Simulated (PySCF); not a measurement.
revPBE on Ta (tantalum, neutral), [Xe] 4f14 5d2 6s2 6p1, one real determinant (an excited configuration). Calculation: PySCF 2.14, in x2c-TZVPPall (11s7p7d3f1g, 97 functions); the spin-free X2C one-electron Hamiltonian (Gaussian nucleus).

```
cycle= 1 E= -15605.511166602  delta_E= -0.0349  |g|= 0.345  |ddm|= 0.727
cycle= 2 E= -15605.5074728619  delta_E= 0.00369  |g|= 0.414  |ddm|= 0.531
cycle= 3 E= -15605.5259880893  delta_E= -0.0185  |g|= 0.021  |ddm|= 0.267
cycle= 4 E= -15605.5271178777  delta_E= -0.00113  |g|= 0.019  |ddm|= 0.149
cycle= 5 E= -15605.5277810006  delta_E= -0.000663  |g|= 0.0149  |ddm|= 0.0787
cycle= 6 E= -15605.5282357029  delta_E= -0.000455  |g|= 0.0135  |ddm|= 0.0631
cycle= 7 E= -15605.5293593405  delta_E= -0.00112  |g|= 0.00628  |ddm|= 0.263
cycle= 8 E= -15605.5293807884  delta_E= -2.14e-05  |g|= 0.000739  |ddm|= 0.0141
cycle= 9 E= -15605.5293807825  delta_E= 5.85e-09  |g|= 0.000661  |ddm|= 0.0168
cycle= 10 E= -15605.5293821642  delta_E= -1.38e-06  |g|= 9.77e-05  |ddm|= 0.00978
cycle= 11 E= -15605.5293821708  delta_E= -6.54e-09  |g|= 6.73e-05  |ddm|= 0.000232
cycle= 12 E= -15605.5293821873  delta_E= -1.65e-08  |g|= 7.49e-06  |ddm|= 0.00102
cycle= 13 E= -15605.5293821874  delta_E= -1.51e-10  |g|= 7.06e-07  |ddm|= 8.27e-05
converged SCF energy = -15605.5293821874  <S^2> = 4.2989398  2S+1 = 4.2656488
```

Highest occupied orbital energy: -2.621 eV; ⟨L²⟩ = 15.35; populations by l: s 11.64, p 25.00, d 22.36, f 14.00.

(1) Can this result be used?

Results:

(1) Not for this state. Self-consistency was reached. ⟨L²⟩ = 15.35 against 20 for a pure G term, so this real determinant mixes terms. Spin-orbit coupling, absent here, splits the open shell strongly. ⟨S²⟩ = 4.30 against 3.75 shows spin contamination. The s, p, d and f populations moved away from the nominal configuration during the SCF.
